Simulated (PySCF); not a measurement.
Pb(H)(SiH3) (H4PbSi), SMILES [SiH3][PbH] (connectivity only; charge and spin as stated), neutral, multiplicity 1.

The structure is a stationary point at B3LYP-D3(BJ)/def2-TZVP. The def2 effective core potentials stand for the cores of Pb; spin–orbit coupling is left out.

Method: IEF-PCM-PBE0/def2-SVP run with PySCF.

The values are the electrostatic part of the solvation free energy, E(continuum) − E(gas) at the gas-phase geometry, in a cavity of scaled van der Waals radii (PySCF's table); cavitation and dispersion terms are not included. A continuum can't describe solvent molecules that bind to the metal. In vacuum the orbital gap is 3.32 eV. The dipole moment in vacuum is 1.86 D.

| solvent | ε | ΔG(elec) (kcal/mol) | dipole (D) | gap (eV) |
|---|---|---|---|---|
| water | 78.36 | -4.2 | 2.95 | 3.68 |
| tetrahydrofuran | 7.43 | -3.3 | 2.71 | 3.61 |
| N,N-dimethylformamide | 37.22 | -4.1 | 2.92 | 3.67 |
